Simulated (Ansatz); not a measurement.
Geometry optimisation, RKS PBE/def2-SVPD (Ansatz).

Input:

```yaml
crystal:
  periodic: [false, false, false]
  atoms:
    - { symbol: Ge, position_ang: [0.0, 0.0, 0.0] }
    - { symbol: H, position_ang: [0.0, 0.0, 1.55] }
    - { symbol: H, position_ang: [1.4616, 0.0, -0.5162] }
    - { symbol: F, position_ang: [-0.7913, 1.3709, -0.5594] }
    - { symbol: F, position_ang: [-0.7913, -1.3709, -0.5594] }
basis:
  gaussian: { orbitals: def2-SVPD }
hamiltonian:
  xc: pbe
relax:
  f_tol: 0.02
  max_steps: 40
output:
  orbitals: {}
```

Run as:

```bash
$ ansatz run input.yaml --threads 2 --pin off --max-ram 3072MiB --backend cpu --events-out ev --progress --plain --runs-dir out
```

Problem. Where does it end, and by what steps?

Solution. The forces met the threshold. After 3 steps the energy has fallen by 0.276 eV; Ge1 moved furthest, 0.10 Å.

```json
{"step": "0", "energy less start (eV)": "0.0000", "largest force component (eV/Å)": "3.269", "accepted": "yes"}
{"step": "1", "energy less start (eV)": "-0.2127", "largest force component (eV/Å)": "1.506", "accepted": "yes"}
{"step": "2", "energy less start (eV)": "-0.2751", "largest force component (eV/Å)": "0.121", "accepted": "yes"}
{"step": "3", "energy less start (eV)": "-0.2755", "largest force component (eV/Å)": "0.005", "accepted": "yes"}
```

```xyz
5
Properties=species:S:1:pos:R:3
Ge 0.079 0.000 0.056
H -0.076 0.000 1.588
H 1.472 0.000 -0.600
F -0.798 1.401 -0.564
F -0.798 -1.401 -0.564
```

Whether the end is a true minimum wasn't checked by a vibrational analysis.

The run took 4 s on 2 threads of Intel(R) Xeon(R) Platinum 8488C (Sapphire Rapids) (shared host), peak memory 0.14 GiB.
